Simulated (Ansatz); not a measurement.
Name a neutral molecule of C, Ga and H with HOMO–LUMO gap (B3LYP/def2-TZVPP) between 3.70 and 4.00 eV and ideal-gas entropy at 298 K and 1 bar (rigid rotor, harmonic PBE0-D4/def2-TZVP) between 296 and 312 J/(mol·K) (Ansatz, PBE0-D4/def2-TZVP geometry).

`C=[C]1[CH2][GaH]1` (3.93 eV, 309 J/(mol·K)). Other molecules can fit too; these were computed, each in one conformer that needn't be the lowest.

B3LYP here is the variant with VWN-RPA as its local correlation; programs differ in this.
